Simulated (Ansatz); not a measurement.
System: C₅H₉O, charge 0, multiplicity 2. It need not be the lowest isomer of its formula. 
Coordinates optimised at B3LYP-D3(BJ)/def2-TZVP (Ansatz, a program for electronic structure):
```
C
H 1 1.0931
H 1 1.0931 2 106.15
C 1 1.5267 2 109.91 3 118.82
H 4 1.0949 1 109.33 2 179.67
H 4 1.0949 5 106.16 1 117.83
C 4 1.5262 5 109.56 6 118.23
H 7 1.0913 4 111.36 5 -58.04
H 7 1.0924 8 107.81 4 -122.05
H 7 1.0924 8 107.81 9 -115.90
C 1 1.5290 2 109.14 3 -117.50
H 11 1.0945 1 111.78 2 178.95
H 11 1.0945 12 105.27 1 -121.55
C 11 1.5122 12 106.35 13 -112.58
O 14 1.1795 11 128.56 12 -124.08
```
Charge 0, spin multiplicity 2.

Total electronic energies in hartree. Correlated levels leave the core frozen unless marked. UHF or UKS for open shells. No spin-orbit coupling. No relativistic terms. Basis-set limits of correlation are two-point, X^-3; Hartree-Fock from the larger set. The bracket is a focal-point correction in the basis named.

| level | program | energy (Eh) |
|---|---|---|
| PBE-D3(BJ)/def2-TZVPD | Ansatz + dftd3 | -270.88482 |
| BLYP-D4/def2-TZVPD | Ansatz + dftd4 | -271.13127 |
| B3LYP/def2-TZVPD | Ansatz | -271.23491 |
| PBE0/def2-TZVPD | Ansatz | -270.90202 |
| BHLYP-D4/def2-TZVPD | Ansatz + dftd4 | -271.07222 |
| r2SCAN0-D4/def2-TZVPD | Ansatz + dftd4 | -271.03931 |
| HSE06-D4/def2-TZVPD | Ansatz + dftd4 | -270.89416 |
| HSE06/def2-TZVPD | Ansatz | -270.88653 |
| LC-wPBE-D4/def2-TZVPD | Ansatz + dftd4 | -271.06611 |
| MP2/cc-pVDZ | Ansatz | -270.28689 |
| SCS-MP2/STO-3G | Ansatz | -266.39382 |
| SCS-MP2/6-31G* | Ansatz | -270.19447 |
| SCS-MP2/cc-pVTZ | Ansatz | -270.55599 |
| CCSD/6-31G | Ansatz | -269.89577 |
| RI-MP2/CBS(cc-pVTZ,cc-pVQZ)+[CCSD(T)-MP2]/cc-pVTZ | Ansatz | -270.7940 |

Totals of different functionals don't rank their quality; only differences between species are comparable.
